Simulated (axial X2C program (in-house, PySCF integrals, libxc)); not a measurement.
## Nuclear properties of SnO

Computed with an axial X2C code built on PySCF integrals: two-component X2C with atomic mean-field Coulomb and Gaunt terms, Gaussian nuclei, basis Sn dyall-cv3z, O dyall-av3z with contracted cores.

R = 1.821 Å (near the PBE0 minimum at charge 0 of the determinant lowest at the starting distance; the state shown can have its own minimum elsewhere).

Determinant lowest in the PBE0 search, Ω = 0 (closed shell), highest spinor 53% O p, 26% Sn p, 16% Sn s:

```csv
level,qzz Sn (a.u.),qzz O (a.u.),μ (D)
PBE0,-7.69,-0.17,-4.32
HF,-9.49,-0.04,-5.27
PBE,-6.98,-0.23,-3.90
PBE50,-8.42,-0.10,-4.69
BP86,-6.94,-0.25,-3.88
```

qzz is the electric field gradient, eQq0 = 234.96 MHz × Q/barn × qzz; μ is positive if the O end (last atom) is positive. The operators were transformed with the bare-nucleus X2C matrices; with these basis sets, hyperfine constants and field gradients can be off by tens of per cent, and where levels differ in sign neither size nor sign is settled.

Each state is one determinant with collinear spin. The search compared states at one distance, so a state with another bond length can lie lower. Where a field gradient or hyperfine factor spreads by more than a factor of two over the levels, a constant derived from it is not to be relied on.
